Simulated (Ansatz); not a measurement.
Cost and result for the atomization energy of C$_{2}$H$_{7}$GeNO, SMILES `C=C(N)[O][GeH3]` (12 atoms, 11 bonds).

Z-matrix (Å, degrees):
```
Ge
O 1 1.806
H 1 1.533 2 102.1
H 1 1.534 2 108.8 3 -119.2
H 1 1.537 2 110.0 3 117.6
C 2 1.348 1 118.6 3 164.0
N 6 1.396 2 112.8 1 44.3
C 6 1.334 2 121.9 1 -133.4
H 7 1.012 6 113.0 2 53.0
H 7 1.009 6 113.4 2 -179.6
H 8 1.080 6 120.0 2 5.9
H 8 1.081 6 120.9 2 -173.5
```

Charge 0, multiplicity 1. Correlated methods include outer-core shells of Ge, which these sets cover unevenly. Scalar relativity is left out up to krypton. The structure was optimised at the PBE0-D4/def2-TZVP level. It is one conformer, not always the lowest. Program: Ansatz. All runs use 4 threads of an Arm Neoverse V1 on a shared host. Times are those of one run each, without the atoms' runs, and a repeat can differ threefold. Electronic energies, without spin–orbit coupling; frozen cores. CCSD(T)/CBS adds CCSD(T) − MP2 in def2-TZVPP to the MP2 limit, and its time is that of the two runs behind it. T1 = 0.012. With those shells the extrapolation isn't a true limit. B3LYP takes the VWN-RPA correlation (the form of Gaussian; ORCA's B3LYP/G).

CCSD(T)/CBS is a level of theory with its own doubt, some kJ/mol a heavy atom from the limit and from the frozen cores, so smaller differences don't rank the functionals.

```
                             level  functions  wall time  atomization (kJ/mol)  difference from CCSD(T)/CBS  per bond
   PBE-D4/def2-TZVPP (with forces)        270      3.1 s                4421.2                         97.0       8.8
                PBE0-D4/def2-TZVPP        270      4.2 s                4323.6                         -0.6      -0.1
r2SCAN-D4/def2-TZVPP (with forces)        270      6.5 s                4329.2                          5.0       0.5
 B3LYP-D4/def2-TZVPP (with forces)        270        7 s                4325.4                          1.2       0.1
                 B2PLYP/def2-TZVPP        270      8.5 s                4276.4                        -47.8      -4.3
                ωB97X-V/def2-TZVPP        270       11 s                4340.6                         16.4       1.5
  ωB97M-V/def2-TZVPP (with forces)        270       16 s                4327.4                          3.2       0.3
                    MP2/def2-QZVPP        527       39 s                4337.1                         12.9       1.2
                CCSD(T)/def2-TZVPP        270    7.1 min                4213.8                       -110.4     -10.0
                 CCSD(T)/CBS(def2)          –    7.7 min                4324.2                          0.0       0.0
```

In def2-TZVPP, CCSD(T) changes the Hartree–Fock value by +1205.3 kJ/mol (the triples alone add +72.8 kJ/mol) and MP2 by +1263.5 kJ/mol; breaking electron pairs costs correlation energy, which Hartree–Fock lacks. The D4 term adds +39.0 kJ/mol with B3LYP and +20.5 kJ/mol with PBE0; it sums over pairs of atoms, weighted by their polarisabilities, and B3LYP, whose exchange is more repulsive, gets the larger term. From PBE to PBE0 (25 % exact exchange), in def2-TZVPP and without D4, the atomization energy moves by −93.8 kJ/mol: exact exchange takes away binding that semilocal exchange gives to molecules.
